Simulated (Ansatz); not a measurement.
Isolated molecules relaxed with PBE0-D4/def2-TZVP in Ansatz; ΔE leaves out vibrations. CCSD(T)/CBS is the MP2 limit (def2-TZVPP, def2-QZVPP) plus CCSD(T) − MP2 in def2-TZVPP, frozen cores. Functionals use def2-TZVPP. B3LYP here is the variant with VWN-RPA as its local correlation; programs differ in this. Each species was taken in one conformer, which may not be the lowest.

`CS[SiH]1CC1` → `C=CSC[SiH3]`  (isomerisation)

```csv
level,ΔE (kJ/mol),difference from CCSD(T)/CBS
PBE-D4,69.3,10.0
r2SCAN-D4,70.3,11.0
PBE0-D4,75.3,16.0
B3LYP-D4,49.7,-9.6
ωB97X-V,67.2,7.9
ωB97M-V,65.8,6.5
B2PLYP,55.8,-3.5
PBE,70.7,11.4
r2SCAN,70.8,11.5
PBE0,76.5,17.2
B3LYP,51.9,-7.4
HF/def2-TZVPP,38.1,-21.2
MP2/def2-TZVPP,67.7,8.4
SCS-MP2/def2-TZVPP,56.1,-3.2
CCSD/def2-TZVPP,56.8,-2.5
CCSD(T)/def2-TZVPP,56.7,-2.6
HF/def2-QZVPP,38.0,-21.3
MP2/def2-QZVPP,69.1,9.8
SCS-MP2/def2-QZVPP,57.7,-1.6
HF/CBS(def2),37.9,-21.4
MP2/CBS(def2),70.3,11.0
CCSD/CBS(def2),59.3,0.0
CCSD(T)/CBS,59.3,0
```

Largest T1 diagnostic among the species: 0.012.

In def2-TZVPP, CCSD(T) changes the Hartree–Fock value by +18.6 kJ/mol (the triples alone add −0.0 kJ/mol) and MP2 by +29.6 kJ/mol. From PBE to PBE0 (25 % exact exchange), in def2-TZVPP and without D4, ΔE moves by +5.8 kJ/mol.
